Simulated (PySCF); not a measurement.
# B⁺: excitation energy

B⁺ [He] 2s2 (1S) → B⁺ [He] 2s1 3s1 (3S), as a difference of total energies. Calculation: PySCF 2.14, in dyall-acv3z (15s9p4d2f, 76 functions); the spin-free X2C one-electron Hamiltonian (Gaussian nucleus). Correlated levels: valence: 1s2 frozen; valence and next inner shell: nothing frozen; virtual orbitals above 40 to 60 times the deepest correlated orbital energy dropped. The calculations carry no spin-orbit coupling.

```
                                method  excitation energy (eV)  error (eV)
                                   UHF                  14.636      -1.454
                                   LDA                  15.379      -0.711
                                   PBE                  15.367      -0.723
                                  PBE0                  15.384      -0.706
                                r2SCAN                  15.288      -0.802
                               r2SCAN0                  15.320      -0.770
                                 M06-L                  15.657      -0.433
                                 B97-3                  15.620      -0.470
                                M06-2X                  15.513      -0.577
                         MP2 (valence)                  15.566      -0.524
                     SCS-MP2 (valence)                  15.834      -0.256
    MP2 (valence and next inner shell)                  15.611      -0.479
SCS-MP2 (valence and next inner shell)                  15.872      -0.218
```

Reference: 16.090 eV (measured; NIST levels).

Errors of the correlated levels include the incompleteness of this basis and the frozen core.
